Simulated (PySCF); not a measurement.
## NMR data sheet: C$_{6}$H$_{6}$F$_{5}$P

| Quantity | Value |
| --- | --- |
| Formula | C6H6F5P |
| SMILES | CC(C)=C=PC(F)(F)C(F)(F)F |
| Point group of the computed structure | C1 |
| Carbon signals | 5 |
| Proton signals | 1 |

Molfile (atoms numbered from 1):
```
C6H6F5P
     RDKit          3D

 18 17  0  0  0  0  0  0  0  0999 V2000
   -1.8138    1.3879   -0.4502 C   0  0  0  0  0  0  0  0  0  0  0  0
   -1.3900    0.0337    0.0327 C   0  0  0  0  0  0  0  0  0  0  0  0
   -2.3682   -1.0843   -0.1707 C   0  0  0  0  0  0  0  0  0  0  0  0
   -0.2186   -0.1692    0.5657 C   0  0  0  0  0  0  0  0  0  0  0  0
    1.1892   -0.4234    1.3570 P   0  0  0  0  0  0  0  0  0  0  0  0
    2.2360   -0.8306   -0.2164 C   0  0  0  0  0  0  0  0  0  0  0  0
    3.3465   -1.5233    0.1363 F   0  0  0  0  0  0  0  0  0  0  0  0
    1.5706   -1.6074   -1.1049 F   0  0  0  0  0  0  0  0  0  0  0  0
    2.6760    0.4620   -0.9173 C   0  0  0  0  0  0  0  0  0  0  0  0
    3.2739    1.2719   -0.0352 F   0  0  0  0  0  0  0  0  0  0  0  0
    1.6166    1.1233   -1.3968 F   0  0  0  0  0  0  0  0  0  0  0  0
    3.5186    0.2713   -1.9282 F   0  0  0  0  0  0  0  0  0  0  0  0
   -2.0328    1.3426   -1.5159 H   0  0  0  0  0  0  0  0  0  0  0  0
   -2.7200    1.6949    0.0707 H   0  0  0  0  0  0  0  0  0  0  0  0
   -1.0350    2.1261   -0.2817 H   0  0  0  0  0  0  0  0  0  0  0  0
   -1.9878   -2.0180    0.2337 H   0  0  0  0  0  0  0  0  0  0  0  0
   -2.5586   -1.2117   -1.2354 H   0  0  0  0  0  0  0  0  0  0  0  0
   -3.3114   -0.8394    0.3155 H   0  0  0  0  0  0  0  0  0  0  0  0
  1  2  1  0
  2  3  1  0
  2  4  2  0
  4  5  2  0
  5  6  1  0
  6  7  1  0
  6  8  1  0
  6  9  1  0
  9 10  1  0
  9 11  1  0
  9 12  1  0
  1 13  1  0
  1 14  1  0
  1 15  1  0
  3 16  1  0
  3 17  1  0
  3 18  1  0
M  END
```

PySCF calculation with shielding tensors at PBE0/pcSseg-1 (GIAO) and geometry from GFN2-xTB; no solvent model, non-relativistic, rapidly exchanging positions averaged, one computed conformer.

Scale: TMS for ¹H (σ = 31.72 ppm) and ¹³C (σ = 186.93 ppm); ¹⁹F (σ = 170.95 ppm) against CFCl3; ³¹P (σ = 318.38 ppm) vs H3PO4 (reference shieldings calculated alike).

| carbon | δC, type | δH (multiplicity) | HMBC from (2–3 bonds) | span of the C tensor (ppm) |
| --- | --- | --- | --- | --- |
| C1/C3 | 23.9, CH3 | 2.08 (s) | H13/H14/H15/H16/H17/H18 | 30 |
| C2 | 132.5, C | – | H13/H14/H15/H16/H17/H18 | 207 |
| C4 | 270.5, C | – | H13/H14/H15/H16/H17/H18 | 169 |
| C6 | 129.4, C | – | – | 31 |
| C9 | 129.0, C | – | – | 15 |

Other nuclei:
| atoms | nucleus | environment | δ (ppm) | σ (ppm) |
| --- | --- | --- | --- | --- |
| F10/F11/F12 | ¹⁹F | fluorine of a CF3 group | -94.0 | 265.0 |
| F7/F8 | ¹⁹F | fluorine of a CF2 group | -127.0 | 297.9 |
| P5 | ³¹P | phosphorus bonded to 2 C | 55.5 | 262.9 |

δC 270.5: cumulene carbon. δC 132.5: fully substituted alkene carbon; as expected for a trigonal carbon in a double bond. δC 129.4: fully substituted sp3 carbon bonded to 2 F and P; 2 electronegative neighbours deshield it. δC 129.0: CF3 carbon; 3 electronegative neighbours deshield it. δH 2.08: hydrogen on an allylic methyl carbon; allylic position.

Splittings by ¹⁹F and ³¹P in the carbon and heteronuclear signals aren't shown, as no couplings were computed. Shifts are as computed. Against solution values, carbons near 30 ppm lie about +3 ppm off and those near 130 ppm about +5 ppm. Of 1211 compounds with measured shifts, 218 miss one by over three times the rms of a fit or turn the order of signals round; such compounds aren't used in these exercises. Unscaled 19F shifts against computed CFCl3 carry errors that often reach 10 to 50 ppm. Experimental scales use liquid or dissolved standards, which lie at an offset from isolated H3PO4.
